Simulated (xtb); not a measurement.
C$_{8}$H$_{10}$, charge -1, doublet, geometry from GFN2-xTB (a state made from the parent by changing its charge; the spin is typed, not shown lowest); GFN1-xTB (xtb).

Here is a job for xtb.
```
$ xtb mol.xyz --gfn 1 --chrg -1 --uhf 1 --json

# file mol.xyz
18

C      2.91968377     0.09169593     0.07844801
C      1.42264823     0.03015160     0.05995341
C      0.69035620     0.65414483    -1.03610112
C     -0.68919233     0.59633661    -1.04766472
C     -1.42259562    -0.03126967    -0.06062509
C     -2.91978473    -0.08955007    -0.07715889
C     -0.69030277    -0.65528061     1.03541880
C      0.68923555    -0.59725524     1.04711285
H      3.36046027    -0.37049658    -0.81732865
H      3.28828177     1.12815315     0.10699217
H      3.32006758    -0.42760933     0.95232108
H      1.24037784     1.15406800    -1.82650014
H     -1.22498591     1.06829562    -1.87529669
H     -3.29007885    -1.12549698    -0.08139276
H     -3.35991395     0.39442598     0.80770058
H     -3.31926007     0.41044532    -0.96263240
H     -1.24027005    -1.15635911     1.82512375
H      1.22503158    -1.06926625     1.87471358
```

Output, abridged:

```
   ID    Z sym.   atoms
    1    6 C      1-8
    2    1 H      9-18

           -------------------------------------------------
          |                Calculation Setup                |
           -------------------------------------------------

           -------------------------------------------------
          |                 G F N 1 - x T B                 |
           -------------------------------------------------

          ...................................................
          :                      SETUP                      :
          :.................................................:
          :  # basis functions                  52          :
          :  # atomic orbitals                  52          :
          :  # shells                           36          :
          :  # electrons                        43          :
          :  # halogen bonds                     0          :
          :  max. iterations                   250          :
          :  Hamiltonian                  GFN1-xTB          :
          :  restarted?                      false          :
          :  GBSA solvation                  false          :
          :  PC potential                    false          :
          :  electronic temp.          300.0000000     K    :
          :  accuracy                    1.0000000          :
          :  -> integral cutoff          0.2500000E+02      :
          :  -> integral neglect         0.1000000E-07      :
          :  -> SCF convergence          0.1000000E-05 Eh   :
          :  -> wf. convergence          0.2000000E-04 e    :
          :  Broyden damping             0.4000000          :
          :  net charge                         -1          :
          :  unpaired electrons                  1          :
          ...................................................

 iter      E             dE          RMSdq      gap      omega  full diag
   1    -22.7868875 -0.227869E+02  0.963E+00    0.61       0.0  T
   2    -22.8104465 -0.235591E-01  0.580E+00    0.51       1.0  T
   3    -22.8055616  0.488493E-02  0.112E+00    0.46       1.0  T
   4    -22.8135289 -0.796723E-02  0.239E-01    0.46       1.0  T
   5    -22.8138173 -0.288475E-03  0.301E-02    0.45       1.0  T
   6    -22.8138258 -0.848401E-05  0.418E-03    0.45       5.6  T
   7    -22.8138259 -0.692219E-07  0.191E-03    0.45      12.3  T
   8    -22.8138259 -0.949760E-08  0.680E-04    0.45      34.7  T
   9    -22.8138259 -0.706731E-09  0.384E-04    0.45      61.4  T
  10    -22.8138259 -0.125367E-08  0.234E-05    0.45    1008.8  T
  11    -22.8138259 -0.318323E-11  0.147E-06    0.45   16062.3  T

   *** convergence criteria satisfied after 11 iterations ***

         :::::::::::::::::::::::::::::::::::::::::::::::::::::
         ::                     SUMMARY                     ::
         :::::::::::::::::::::::::::::::::::::::::::::::::::::
         :: total energy             -22.454429440904 Eh    ::
         :: gradient norm              0.019498403818 Eh/a0 ::
         :: HOMO-LUMO gap              0.452421364080 eV    ::
         ::.................................................::
         :: SCC energy               -22.813825893375 Eh    ::
         :: -> electrostatic           0.093807278645 Eh    ::
         :: repulsion energy           0.367255865825 Eh    ::
         :: dispersion energy         -0.007859413355 Eh    ::
         :: halogen bond corr.         0.000000000000 Eh    ::
         :: add. restraining           0.000000000000 Eh    ::
         :: total charge              -1.000000000000 e     ::
         :::::::::::::::::::::::::::::::::::::::::::::::::::::

           -------------------------------------------------
          |                Property Printout                |
           -------------------------------------------------

    * Orbital Energies and Occupations

         #    Occupation            Energy/Eh            Energy/eV
      -------------------------------------------------------------
         1        2.0000           -0.4669352             -12.7060
       ...           ...                  ...                  ...
        10        2.0000           -0.3581970              -9.7470
        11        2.0000           -0.3567039              -9.7064
        12        2.0000           -0.3429886              -9.3332
        13        2.0000           -0.3369358              -9.1685
        14        2.0000           -0.3157041              -8.5907
        15        2.0000           -0.3051570              -8.3037
        16        2.0000           -0.2944794              -8.0132
        17        2.0000           -0.2779537              -7.5635
        18        2.0000           -0.2669538              -7.2642
        19        2.0000           -0.2490964              -6.7783
        20        2.0000           -0.2222536              -6.0478
        21        2.0000           -0.1964572              -5.3459
        22        0.9998           -0.0487056              -1.3253 (HOMO)
        23        0.0002           -0.0320794              -0.8729 (LUMO)
        24                          0.0282026               0.7674
        25                          0.0321141               0.8739
        26                          0.0750007               2.0409
        27                          0.0764487               2.0803
        28                          0.0778328               2.1179
        29                          0.0958276               2.6076
        30                          0.0959422               2.6107
        31                          0.0999169               2.7189
        32                          0.1132505               3.0817
        33                          0.1195543               3.2532
       ...                                ...                  ...
        52                          0.8373985              22.7868
      -------------------------------------------------------------
                  HL-Gap            0.0166262 Eh            0.4524 eV
             Fermi-level           -0.0814869 Eh           -2.2174 eV

  Mulliken/CM5 charges         n(s)   n(p)   n(d)
     1C    -0.07070 -0.21295   0.999  3.072  0.000
     2C    -0.10310 -0.12028   1.047  3.056  0.000
     3C    -0.16806 -0.22161   1.026  3.142  0.000
     4C    -0.04625 -0.09883   1.046  3.001  0.000
     5C    -0.10310 -0.12028   1.047  3.056  0.000
     6C    -0.07070 -0.21295   0.999  3.072  0.000
     7C    -0.16806 -0.22161   1.026  3.142  0.000
     8C    -0.04625 -0.09883   1.046  3.001  0.000
     9H    -0.01344  0.03734   1.013  0.000  0.000
    10H    -0.01363  0.03711   1.014  0.000  0.000
    11H    -0.01102  0.04118   1.011  0.000  0.000
    12H    -0.03570  0.02029   1.036  0.000  0.000
    13H    -0.03809  0.01776   1.038  0.000  0.000
    14H    -0.01344  0.03734   1.013  0.000  0.000
    15H    -0.01363  0.03711   1.014  0.000  0.000
    16H    -0.01102  0.04118   1.011  0.000  0.000
    17H    -0.03570  0.02029   1.036  0.000  0.000
    18H    -0.03809  0.01776   1.038  0.000  0.000

Wiberg/Mayer (AO) data.
largest (>0.10) Wiberg bond orders for each atom

 ---------------------------------------------------------------------------
     #   Z sym  total        # sym  WBO       # sym  WBO       # sym  WBO
 ---------------------------------------------------------------------------
     1   6 C    3.987 --     2 C    1.012    11 H    0.987     9 H    0.980
                            10 H    0.979
     2   6 C    3.886 --     8 C    1.448     3 C    1.183     1 C    1.012
                             7 C    0.131
     3   6 C    3.873 --     4 C    1.449     2 C    1.183    12 H    0.977
                             5 C    0.131
     4   6 C    3.992 --     3 C    1.449     5 C    1.448    13 H    0.970
     5   6 C    3.886 --     4 C    1.448     7 C    1.183     6 C    1.012
                             3 C    0.131
     6   6 C    3.987 --     5 C    1.012    16 H    0.987    14 H    0.980
                            15 H    0.979
     7   6 C    3.873 --     8 C    1.449     5 C    1.183    17 H    0.977
                             2 C    0.131
     8   6 C    3.992 --     7 C    1.449     2 C    1.448    18 H    0.970
     9   1 H    1.017 --     1 C    0.980
    10   1 H    1.017 --     1 C    0.979
    11   1 H    1.012 --     1 C    0.987
    12   1 H    1.004 --     3 C    0.977
    13   1 H    1.007 --     4 C    0.970
    14   1 H    1.017 --     6 C    0.980
    15   1 H    1.017 --     6 C    0.979
    16   1 H    1.012 --     6 C    0.987
    17   1 H    1.004 --     7 C    0.977
    18   1 H    1.007 --     8 C    0.970
 ---------------------------------------------------------------------------

Topologies differ in total number of bonds
Writing topology from bond orders to xtbtopo.mol

 dipole moment from electron density (au)
     X       Y       Z
  -0.0000   0.0006   0.0004  total (Debye):    0.002

           -------------------------------------------------
          | TOTAL ENERGY              -22.454429440904 Eh   |
          | GRADIENT NORM               0.019498403818 Eh/α |
          | HOMO-LUMO GAP               0.452421364080 eV   |
           -------------------------------------------------

normal termination of xtb
```
